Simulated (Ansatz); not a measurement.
Born–Oppenheimer molecular dynamics of ClGaH2O (5 atoms, charge 0, multiplicity 1). It starts from a relaxed structure.

These are results of RKS r2SCAN-D4/def2-SVP in Ansatz, not measurements.

```json
{"ensemble": "NVT, Langevin thermostat", "time step": "0.5 fs", "steps asked": "100", "set temperature": "1000 K", "friction": "0.01 /fs", "seed": "202824"}
```

First frame:

```xyz
5
Properties=species:S:1:pos:R:3
Ga -0.114 -0.067 -0.101
Cl 0.207 -0.153 2.026
O 1.314 -0.399 -1.097
H 2.113 -0.589 -0.586
H -1.479 0.256 -0.732
```

Problem. What does the run give?

Solution. The run went to its last step.

- steps done: 100
- time covered: 50 fs
- mean temperature over the second half: 656 K
- spread of the potential energy over the second half: 16.0 meV per atom
- mean potential energy of the second half above the start: 45.0 meV per atom

The mean temperature of the second half is 34 % below the set value. A run of 0.05 ps of so small a system gives no equilibrium averages.

Problem. What happens to the structure?

Solution. The same pairs are bonded in the first frame and the last. Pairs count as bonded within 1.25 times the sum of covalent radii (0.12 Å more for H–H). The details hang on the random start.

Problem. How do temperature and energy run in time?

Solution. 
```tsv
time (fs)	T (K)	potential energy less start (eV)
0	800	0.000
4	777	0.013
8	809	0.057
12	885	0.093
16	822	0.122
20	711	0.150
24	415	0.163
28	511	0.169
32	572	0.167
36	786	0.186
40	902	0.254
44	683	0.289
48	632	0.311
```

Time of the run: 4.8 min on 1 thread of Arm Neoverse V2, with other jobs on the host, peak memory 0.12 GiB.
